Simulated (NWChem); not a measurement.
# A calculation on CH₅S (+1)

SMILES: C[SH2+]
```xyz
7

C     -0.3304     1.1462     0.0000
S      0.2629    -0.5685     0.0000
H      0.0956     1.6144     0.8983
H      0.0956     1.6144    -0.8983
H     -1.4261     1.1885     0.0000
H     -0.4943    -1.0989     0.9987
H     -0.4943    -1.0989    -0.9987
```
Charge +1, spin multiplicity 1.

Program: NWChem. The geometry was optimised at PBE0/def2-SVP, a minimum by its harmonic frequencies.

Symmetry labels belong to the abelian group Cs used in the runs, with the axes of the coordinates shown.

The structure started from a generated list of species.

List the lowest 3 singlet excitations that CIS/aug-cc-pVDZ gives, with oscillator strengths.


| state | symmetry | energy (eV) | wavelength (nm) | f |
|---|---|---|---|---|
| 1 | a" | 9.39 | 132 | 0.053 |
| 2 | a' | 9.45 | 131 | 0.092 |
| 3 | a' | 10.50 | 118 | 0.080 |
